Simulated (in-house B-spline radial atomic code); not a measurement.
Configurations of Sb5+, with energies counted from [Kr] 4d10. Method: Dirac-Hartree-Fock, average of configuration, Fermi nucleus of rms radius 4.6802 fm. Calculated with an all-electron radial atomic-structure program (B-spline basis). Energies include first-order Breit, QED and recoil terms.

Occupations are held fixed; configurations that lie above the ionisation limit could autoionise.

```tsv
configuration	E - E(ref) (eV)	highest orbital	its <r> (bohr)
[Kr] (4d3/2)3 (4d5/2)6 (8p3/2)1	85.803	8p3/2	9.039
[Kr] (4d3/2)3 (4d5/2)6 (8d5/2)1	87.881	8d5/2	10.4
[Ar] 3d10 4s2 (4p1/2)2 (4p3/2)3 4d10 7s1	152.9	7s1/2	5.695
[Ar] 3d10 4s2 (4p1/2)1 (4p3/2)4 4d10 (5f5/2)1	159.83	5f5/2	4.029
[Ar] (3d3/2)3 (3d5/2)6 4s2 4p6 4d10 (4f5/2)1	569.76	4f5/2	1.934
[Ar] (3d3/2)3 (3d5/2)6 4s2 4p6 4d10 (5f7/2)1	582.85	5f7/2	3.975
[Ar] (3d3/2)3 (3d5/2)6 4s2 4p6 4d10 8s1	591.69	8s1/2	8.304
```

Q: Order these further configurations by energy, lowest first.
A. [Kr] (4d3/2)4 (4d5/2)5 (5d3/2)1
B. [Kr] (4d3/2)3 (4d5/2)6 (8g7/2)1
C. [Kr] (4d3/2)3 (4d5/2)6 (5f7/2)1
D. [Ar] (3d3/2)3 (3d5/2)6 4s2 4p6 4d10 (8f5/2)1
E. [Kr] (4d3/2)4 (4d5/2)5 (6d3/2)1

A: A (58.102 eV), E (74.248 eV), C (75.8 eV), B (91.503 eV), D (597.81 eV).

Q: How far above the reference does [Ar] (3d3/2)4 (3d5/2)5 4s2 4p6 4d10 7s1 lie?

A: 575.35 eV; its least bound orbital is 7s1/2 with <r> = 5.67 bohr.

Q: How far above the reference does [Ar] (3d3/2)4 (3d5/2)5 4s2 4p6 4d10 6s1 lie?

A: 561.87 eV; its least bound orbital is 6s1/2 with <r> = 3.533 bohr.
